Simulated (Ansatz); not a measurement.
`O=C(O)C[SiH2]F` + CH₃OH → `COCC(=O)O` + `F[SiH3]`  (substitution at a C–Si bond)

Program: Ansatz. Geometries: PBE0-D4/def2-TZVP. ΔE: electronic, gas phase. CCSD(T)/CBS is the MP2 limit (def2-TZVPP, def2-QZVPP) plus CCSD(T) − MP2 in def2-TZVPP, frozen cores. This one scheme is used for every species. Functionals use def2-TZVPP. B3LYP here is the variant with VWN-RPA as its local correlation; programs differ in this. Each species was taken in one conformer, which may not be the lowest.

```csv
level,ΔE (kcal/mol),difference from CCSD(T)/CBS
PBE-D4,20.2,-1.2
r2SCAN-D4,20.4,-1.0
PBE0-D4,20.9,-0.5
B3LYP-D4,19.4,-2.0
ωB97X-V,19.5,-1.9
ωB97M-V,20.9,-0.5
B2PLYP,19.8,-1.6
PBE,20.1,-1.3
r2SCAN,20.4,-1.0
PBE0,20.8,-0.6
B3LYP,19.1,-2.3
HF/def2-TZVPP,18.0,-3.4
MP2/def2-TZVPP,21.5,0.1
SCS-MP2/def2-TZVPP,20.1,-1.3
CCSD/def2-TZVPP,20.3,-1.1
CCSD(T)/def2-TZVPP,20.2,-1.2
HF/def2-QZVPP,18.0,-3.4
MP2/def2-QZVPP,22.2,0.8
SCS-MP2/def2-QZVPP,20.8,-0.6
HF/CBS(def2),18.0,-3.4
MP2/CBS(def2),22.7,1.3
CCSD/CBS(def2),21.4,0.0
CCSD(T)/CBS,21.4,0
```

Largest T1 diagnostic among the species: 0.014.

In def2-TZVPP, CCSD(T) changes the Hartree–Fock value by +2.2 kcal/mol (the triples alone add −0.0 kcal/mol) and MP2 by +3.5 kcal/mol.
